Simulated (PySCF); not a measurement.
Te(SiH3)(OSiH3) (H₆OSi₂Te), SMILES [Te](O[SiH3])[SiH3].

Geometry optimised at B3LYP-D3(BJ)/def2-SVP. This is a generated structure with no PubChem entry under its InChIKey; it may be hypothetical. The def2 effective core potentials stand for the cores of Te; spin–orbit coupling is left out. The values are those of a single conformer.

The numbers are results of ωB97X/def2-TZVP (PySCF), not measurements.

The total energy is -925.94102 hartree. The highest occupied level is -8.69 eV. The lowest empty level comes out as -0.31 eV, the orbital gap is 8.38 eV and the dipole moment is 1.73 D. The quadrupole, principal values (traceless, Buckingham form, about the centre of nuclear charge) comes out as -5.48, 1.95, 3.52 D·Å, the mean static polarisability is 94.6 bohr³ (14.02 Å³) and the polarisability, principal values is 74.3, 95.9, 113.7 bohr³.
